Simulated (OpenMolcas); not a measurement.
Co4+, Rh4+, Ir4+: d⁵ down the group

```
Program             : OpenMolcas 26.06
Method              : SS-CASPT2, IPEA 0.25 Eh, imaginary shift 0.1 Eh
Basis               : ANO-R2
Scalar Hamiltonian  : X2C, finite nucleus
Spin-orbit coupling : state interaction with AMFI integrals over the reference wave functions, term energies averaged over their components
```

Active space for each ion: 5 electrons in 10 orbitals (d d); closed shells correlated by CASPT2: Co4+ 3s 3p; Rh4+ 4s 4p; Ir4+ 5s 5p.

Computed levels in cm-1 above ⁶S_5/2:

```json
{"Level": "⁴G_7/2", "Co4+": "38860", "Rh4+": "27040", "Ir4+": "23800"}
{"Level": "⁴G_9/2", "Co4+": "38910", "Rh4+": "27280", "Ir4+": "26190"}
{"Level": "⁴G_11/2", "Co4+": "38910", "Rh4+": "27220", "Ir4+": "25310"}
{"Level": "⁴P_1/2", "Co4+": "43010", "Rh4+": "30810", "Ir4+": "27810"}
{"Level": "⁴D_7/2", "Co4+": "46490", "Rh4+": "32180", "Ir4+": "31130"}
{"Level": "⁴D_1/2", "Co4+": "46590", "Rh4+": "33320", "Ir4+": "35400"}
{"Level": "²I_11/2", "Co4+": "56830", "Rh4+": "39560", "Ir4+": "36980"}
{"Level": "²I_13/2", "Co4+": "56970", "Rh4+": "40340", "Ir4+": "40710"}
{"Level": "²F_7/2(1)", "Co4+": "62540", "Rh4+": "46140", "Ir4+": "51730"}
{"Level": "weight of ⁶S in the lowest level (%)", "Co4+": "100", "Rh4+": "99", "Ir4+": "86"}
```

Mixed levels, with the weight of the term that names them: Rh4+ ⁴P_1/2 (69 %), Rh4+ ⁴D_1/2 (70 %), Rh4+ ²F_7/2(1) (65 %), Ir4+ ⁴G_7/2 (65 %), Ir4+ ⁴P_1/2 (59 %), Ir4+ ⁴D_7/2 (66 %), Ir4+ ⁴D_1/2 (65 %), Ir4+ ²I_11/2 (73 %), Ir4+ ²F_7/2(1) (64 %).

Measured, with the error of the calculation in %. Measured levels: Co4+ from Sugar and Corliss, J. Phys. Chem. Ref. Data 10, 1097 (1981).

| Level | Co4+ |
| --- | --- |
| ⁴G_11/2 | 37218 (+4.6) |
| ⁴P_1/2 | 41024 (+4.8) |
| ⁴D_7/2 | 44709 (+4.0) |
| ⁴D_1/2 | 44908 (+3.7) |
| ²F_7/2(1) | 59455 (+5.2) |

Without spin-orbit coupling ⁴G lies 38890, 27150, 24820 cm-1 above ⁶S in that order; the difference to the level ⁴G_7/2, of either sign, comes from spin-orbit coupling, which also lowers the zero.

CASPT2 breaks the degeneracy within a term, and the mean is taken; among the terms shown or strongly mixed into the levels shown the widest spread is 160 cm-1 (5d⁵ ²G(1), Ir4+). Active for correlation alone: 4d; no level in the range computed is led by a configuration that fills it, so any true level of that kind is missing (holds for Co4+). Active for correlation alone: 5d; no level in the range computed is led by a configuration that fills it, so any true level of that kind is missing (holds for Rh4+). Active for correlation alone: 6d; no level in the range computed is led by a configuration that fills it, so any true level of that kind is missing (holds for Ir4+). Computed and measured levels are paired by configuration, term and J; levels that our copy of the source lacks, or whose pairing is in doubt (as where it misses far off the trend of its configuration), stay unpaired and out of the deviations. Levels of configurations outside the active space are missing.

A number in round brackets counts repeated terms of one configuration in the order of the reference energies.
